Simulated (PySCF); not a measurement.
ClGeH2N, SMILES [NH2][Ge][Cl] (connectivity only; charge and spin as stated), neutral, multiplicity 1.

Coordinates come from a B3LYP-D3(BJ)/def2-TZVP optimisation. Other conformers were not sampled.

Calculation: PySCF 2.14.0 with TDA-B3LYP/def2-SVPD.

Vertical excitations. The molecule is in vacuum. State labels are in the subgroup Cs.

**Question.** Estimate the UV-visible absorptions. (Estimate from the structure and the level; the computed values follow.)

**Answer.** 
```tsv
state	symmetry	energy (eV)	λ (nm)	f	main pairs
S1	A"	4.67	266	0.039	HOMO→LUMO 91 %
S2	A'	5.33	232	0.039	HOMO−1→LUMO 80 %
S3	A"	5.45	228	0.023	HOMO−2→LUMO 92 %
S4	A'	6.25	198	0.041	HOMO−3→LUMO 71 %
S5	A"	6.25	198	0.015	HOMO−1→LUMO+1 99 %
S6	A'	6.50	191	0.244	HOMO→LUMO+1 71 %, HOMO−2→LUMO+1 12 %
S7	A"	7.07	175	0.012	HOMO−1→LUMO+2 93 %
S8	A'	7.09	175	0.167	HOMO→LUMO+2 47 %, HOMO−2→LUMO+1 39 %
S9	A"	7.18	173	0.009	HOMO−4→LUMO 78 %, HOMO−3→LUMO+1 19 %
S10	A'	7.20	172	0.292	HOMO−2→LUMO+1 40 %, HOMO→LUMO+2 39 %, HOMO→LUMO+3 7 %
T1	A"	3.38	366	0	HOMO→LUMO 96 %
T2	A'	4.00	310	0	HOMO−1→LUMO 94 %
T3	A'	5.13	242	0	HOMO→LUMO+1 94 %
T4	A"	5.15	241	0	HOMO−2→LUMO 97 %
```
Triplets are in the Tamm–Dancoff approximation.
